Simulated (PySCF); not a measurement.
C₃HBrF₂, SMILES FC(=C=CBr)F. Coordinates come from a B3LYP-D3(BJ)/def2-SVP optimisation.

Method: PySCF 2.14.0 with B3LYP-D3(BJ)/def2-SVP.

Harmonic wavenumbers (cm⁻¹): 88, 108, 250, 336, 536, 598, 608, 653, 822, 847, 1195, 1299, 1472, 2104, 3184. Rotational constants (GHz): 7.499, 0.7575, 0.7338; symmetry number 1.

### Question
Work out the zero-point energy and the ideal-gas rigid-rotor harmonic-oscillator thermochemistry at 298.15 K and 1 atm.

### Answer
ZPE = ½ Σ hcν = ½ × 14100 cm⁻¹ = 84.34 kJ/mol. H − E(el) = 102.55 kJ/mol. Entropy in J/(mol K): translation 171.64, rotation 120.23, vibration 51.22, total 343.09. G − E(el) = 0.26 kJ/mol. Cp = 87.85 J/(mol K). Modes under 150 cm⁻¹ make the vibrational entropy uncertain.
